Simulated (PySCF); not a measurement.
Computed shifts of a molecule C3H9Ga, PBE0/pcSseg-1 (PySCF), GIAO, gas phase, equivalent atoms averaged, in ppm (number of nuclei): ¹³C: 1.5 (3). ¹H: 0.41 (9). References: ¹³C against TMS (σ = 186.3 ppm); ¹H against TMS (σ = 31.56 ppm), references at their B3LYP-D3(BJ)/def2-TZVP geometries, non-relativistic. Geometry optimised at PBE0-D3(BJ)/def2-SVP. One conformer was computed; it need not be the lowest.

Question: Pick the molecule that these values belong to.
A. C[CH2][GaH][CH3]
B. CC[CH2][GaH2]
C. [CH3][Ga]([CH3])[CH3]
D. C[CH](C)[GaH2]

Answer: C, [CH3][Ga]([CH3])[CH3]
